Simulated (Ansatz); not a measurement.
Reaction (substitution at a C–O bond): `COC[SeH]` + `C[O][GeH]([F])[SH]` → `C[O][GeH]([F])[S]C` + `OC[SeH]`

Computed with Ansatz on PBE0-D4/def2-TZVP structures; ΔE is electronic, products minus reactants. CCSD(T)/CBS adds triple-zeta CCSD(T) − MP2 to the extrapolated MP2 energy (def2 sets, frozen cores). Functionals use def2-TZVPP. B3LYP here is the variant with VWN-RPA as its local correlation; programs differ in this. For Ge, Se outer-core shells are correlated without core-valence functions, which leaves a few kJ/mol of doubt a bond. Scalar relativity is left out up to krypton. One conformer a species, not always the lowest.

**Question.** Is it downhill or uphill in electronic energy at CCSD(T)/CBS, and by how much? (Estimate.)

**Answer.** The calculation gave: Downhill: ΔE = -26.4 kJ/mol.

**Question.** What do these levels give: B2PLYP, r2SCAN, B3LYP, CCSD/def2-TZVPP, HF/CBS(def2), MP2/CBS(def2)? (An estimate is asked.)

**Answer.** The calculation gave: B2PLYP -22.4, r2SCAN -22.9, B3LYP -21.4, CCSD/def2-TZVPP -20.9, HF/CBS(def2) -18.6, MP2/CBS(def2) -30.8 kJ/mol.

Largest T1 diagnostic among the species: 0.012.
